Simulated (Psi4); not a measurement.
A dimer, CH3F ··· H3ClSi (SMILES CF and [SiH3]Cl); the first 5 atoms form monomer A.

```
10

C     -0.0663     0.0046     0.0066
F      1.3128    -0.0904    -0.1317
H     -0.3182    -0.0519     1.0664
H     -0.3966     0.9582    -0.4072
H     -0.5318    -0.8205    -0.5341
Si     2.5304    -3.0107    -1.1271
Cl     0.5070    -3.4175    -1.2263
H      2.8679    -2.6525     0.2642
H      3.2712    -4.2176    -1.5428
H      2.8266    -1.8858    -2.0354
```

Task: What interaction energy does SAPT0/jun-cc-pVDZ, frozen core (Psi4) give, and which attractive term is the largest?

Result: Total -7.68 kJ/mol: electrostatics -12.17, exchange 12.54, induction -2.22, dispersion -5.82. The most attractive term is electrostatics.
